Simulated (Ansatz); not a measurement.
System: GeCl, charge 0, doublet. GeCl (SMILES [Ge][Cl], doublet).
B3LYP-D3(BJ)/def2-TZVP minimum from Ansatz (a first-principles code):
```xyz
2

Ge     0.0000     0.0000    -0.7621
Cl     0.0000     0.0000     1.4345
```
Charge 0, spin multiplicity 2.

Total energies in def2-TZVPP, 11 correlated electrons, 19 frozen orbitals. Radicals and triplets start from unrestricted determinants; spin-orbit coupling is neglected. Correlated methods leave the cores frozen (noble-gas shells, and filled d and f shells in the p block). No relativity.

```json
[
 {"method": "HF", "program": "Ansatz", "energy (Eh)": "-2534.89867", "minus CCSDT(Q) (mEh)": "298.05"},
 {"method": "MP2", "program": "Ansatz", "energy (Eh)": "-2535.15494", "minus CCSDT(Q) (mEh)": "41.78"},
 {"method": "CCSD", "program": "Ansatz", "energy (Eh)": "-2535.18246", "minus CCSDT(Q) (mEh)": "14.26"},
 {"method": "CCSD(T)", "program": "Ansatz", "energy (Eh)": "-2535.19505", "minus CCSDT(Q) (mEh)": "1.67"},
 {"method": "CCSDT(Q)", "program": "Ansatz", "energy (Eh)": "-2535.19672", "minus CCSDT(Q) (mEh)": "0.00"}
]
```

Rough core times of Ansatz's runs on a shared machine: CCSD(T) under 20 s, CCSDT(Q) 2 min.
